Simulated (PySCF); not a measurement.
Computed IR spectrum (relative IR intensity) of a molecule C4H9O2, multiplicity 2. Coordinates come from a PBE-D3(BJ)/def2-SVP optimisation. Other conformers were not sampled. Level of theory: PBE-D3(BJ)/def2-SVP in PySCF. Harmonic, unscaled wavenumbers; measured fundamentals usually lie a few per cent lower.

```tsv
ν (cm⁻¹)	relative intensity
82	5.2
179	3.1
193	12
238	64
253	18
323	12
359	7.1
456	26
496	5.2
607	3.9
846	18
904	16
1011	33
1038	34
1079	99
1089	9.7
1151	14
1202	16
1263	100
1284	54
1310	51
1335	16
1388	5.1
1406	8.0
1411	4.3
1416	2.1
1424	20
1466	11
2895	47
2921	77
2965	16
2991	43
3052	43
3069	17
3081	14
```

Problem. Identify the compound among the candidates.
(A) COCC(C)[O]
(B) CO[CH]COC
(C) CO[CH]C(C)O
(D) [CH2]OCCOC

Solution. C, CO[CH]C(C)O
